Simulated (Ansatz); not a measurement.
Loss of CH4: C3H5AlCl2 → C2HAlCl2 + CH4

Species: C3H5AlCl2 `C=C[CH2][Al]([Cl])[Cl]`, singlet; C2HAlCl2 `C#[C][Al]([Cl])[Cl]`, singlet; CH4 (methane) `C`, singlet. This is a balance of energies; it says nothing on the path, which may need atoms to shift.

Shapes, held fixed at every level: PBE0-D4/def2-TZVP. Flexible molecules stand in one conformer, not always the lowest. Programs: Ansatz 0.2.0. The zero-point and thermal change to 298 K, harmonic and unscaled (PBE0-D4/def2-TZVP), is -11.0 kJ/mol.

```json
{"level": "HF/def2-SVP", "kind": "Hartree–Fock", "ΔH(298 K) (kJ/mol)": "+58.8", "less CCSD(T)/CBS estimate": "-23.0"}
{"level": "HF/def2-TZVPP", "kind": "Hartree–Fock", "ΔH(298 K) (kJ/mol)": "+45.4", "less CCSD(T)/CBS estimate": "-36.4"}
{"level": "PBE0-D4/def2-TZVPP", "kind": "global hybrid", "ΔH(298 K) (kJ/mol)": "+119.3", "less CCSD(T)/CBS estimate": "+37.5"}
{"level": "r2SCAN0-D4/def2-TZVPP", "kind": "global hybrid", "ΔH(298 K) (kJ/mol)": "+113.1", "less CCSD(T)/CBS estimate": "+31.3"}
{"level": "wB97M-V/def2-TZVPP", "kind": "range-separated hybrid", "ΔH(298 K) (kJ/mol)": "+94.9", "less CCSD(T)/CBS estimate": "+13.1"}
{"level": "CCSD/def2-TZVPP", "kind": "coupled cluster or CI", "ΔH(298 K) (kJ/mol)": "+76.2", "less CCSD(T)/CBS estimate": "-5.6"}
{"level": "CCSD(T)/CBS estimate", "kind": "coupled cluster or CI", "ΔH(298 K) (kJ/mol)": "+81.8", "less CCSD(T)/CBS estimate": "0.0"}
```

The highest level, CCSD(T)/CBS estimate, gives ΔH(298 K) = +81.8 kJ/mol; the levels span +45.4 to +119.3. The column of differences is taken from that level and isn't an error. No measured value is set beside it here. The CBS estimate extrapolates MP2 from def2-TZVPP and def2-QZVPP and adds CCSD(T) − MP2 in the triple-zeta set, cores frozen.
